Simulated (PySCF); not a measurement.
**AsH₂, doublet: structure and spectrum**

All numbers come from PySCF, UPBE, basis As def2-TZVP, H def2-TZVP (no relativity, density fitting).

The structure is a minimum.

```json
{
  "Point group": "C2v",
  "Bond lengths": "As–H 1.541 Å (×2)",
  "Bond angles": "H–As–H 90.0°",
  "Principal quadrupole moments (Buckingham, traceless) about the centre of mass": "-0.69, -0.34, 1.03 D Å",
  "Atomisation energy without zero-point energy": "589 kJ/mol",
  "Spin squared ⟨S²⟩": "0.753",
  "Principal polarisabilities": "24.3, 32.8, 33.0 bohr³",
  "Heat capacity Cp at 298.15 K": "35.1 J/(mol K)",
  "Entropy at 298.15 K and 1 bar (electronic part: spin only)": "225.6 J/(mol K)",
  "Highest occupied level (α)": "-5.68 eV",
  "Rotational symmetry number": "2",
  "Rotational constants": "7.232, 7.049, 3.57 cm⁻¹",
  "Lowest empty level (β)": "-4.08 eV",
  "Zero-point energy": "31.1 kJ/mol",
  "Dipole moment": "0.21 D",
  "Enthalpy at 298.15 K above 0 K": "10.03 kJ/mol"
}
```

Harmonic modes (masses in u: As 74.922, H 1.008):
| symmetry | ω (cm⁻¹) | IR (km/mol) |
| --- | --- | --- |
| a1 | 967 | 13.9 |
| a1 | 2109 | 92.8 |
| b2 | 2123 | 106 |

In C2v the vibrations span 2a1 + b2. Here b1 is antisymmetric to the molecular plane and b2 lies in it.

Charges (e):
```
atom  Mulliken  Löwdin  polar tensor  spin (Mulliken)  Mayer order to As1
 As1     -0.12    0.07          0.23             1.07                   –
H2,3      0.06   -0.03         -0.11            -0.04                0.97
```

Mulliken populations on As1: s 7.89, p 15.15, d 10.08, f 0.01.

Outer orbital energies (eV). α occupied: -15.50, -8.93, -7.45, -5.68; empty: -0.38, 0.04, 3.84, 4.81. β occupied: -14.88, -8.77, -7.15; empty: -4.08, -0.20, 0.28, 4.65.

This need not be the most stable arrangement of these atoms.

The final relaxation and frequency run took 11 s on 2 threads of a shared Arm Neoverse V1 host, with 60 basis functions and 8 gradients; the process peaked at 0.61 GiB. Launch command: `OMP_NUM_THREADS=2 python axn.py task.json out`.
